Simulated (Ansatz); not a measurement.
ClFH3OSi2 (`F[Si](Cl)O[SiH3]`) radical, 8 atoms. The species carries charge 0 and has multiplicity 2. All runs use 4 threads of an Intel Xeon 6975P-C on a shared host. Correlated methods freeze the cores. Open-shell runs search over several starts.

(1) Give the basis size and wall time and peak host memory of each of these runs in Ansatz. UKS PBE0-D4/def2-SVP energy; UKS revPBE-D4/def2-TZVPP energy; UKS PBE0-D4/def2-TZVP frequencies; UKS B2PLYP (frozen core)/def2-TZVPP energy; UKS ωB97M-V/def2-QZVPP energy; UKS PBE0-D4/def2-TZVP relaxation (11 steps); UKS PBE0-D4/def2-QZVPP energy; UKS BHLYP-D4/def2-TZVPP energy; UKS ωB97M-V/def2-SVP energy; UHF-CCSD(T)/def2-TZVPP energy; UHF-MP2/def2-QZVPP energy; UHF-CCSD(T)/def2-SVP energy. (Estimate.)

## Answers

(1) The calculation gave: Other jobs shared the machine, so times are rough.

| level | job | functions | wall time | peak host memory (GiB) |
| --- | --- | --- | --- | --- |
| UKS PBE0-D4/def2-SVP | energy | 97 | 0.9 s | 0.45 |
| UKS revPBE-D4/def2-TZVPP | energy | 230 | 1.6 s | 0.39 |
| UKS ωB97M-V/def2-SVP | energy | 97 | 3.1 s | 0.53 |
| UKS BHLYP-D4/def2-TZVPP | energy | 230 | 3.4 s | 0.89 |
| UKS B2PLYP (frozen core)/def2-TZVPP | energy | 230 | 3.7 s | 0.79 |
| UHF-CCSD(T)/def2-SVP | energy | 97 | 5 s | 0.71 |
| UKS PBE0-D4/def2-QZVPP | energy | 414 | 9 s | 2.1 |
| UHF-MP2/def2-QZVPP | energy | 414 | 12 s | 2.2 |
| UKS ωB97M-V/def2-QZVPP | energy | 414 | 16 s | 2.6 |
| UKS PBE0-D4/def2-TZVP | relaxation (11 steps) | 191 | 29 s | 0.75 |
| UKS PBE0-D4/def2-TZVP | frequencies | 191 | 75 s | 0.75 |
| UHF-CCSD(T)/def2-TZVPP | energy | 230 | 3 min | 4.4 |
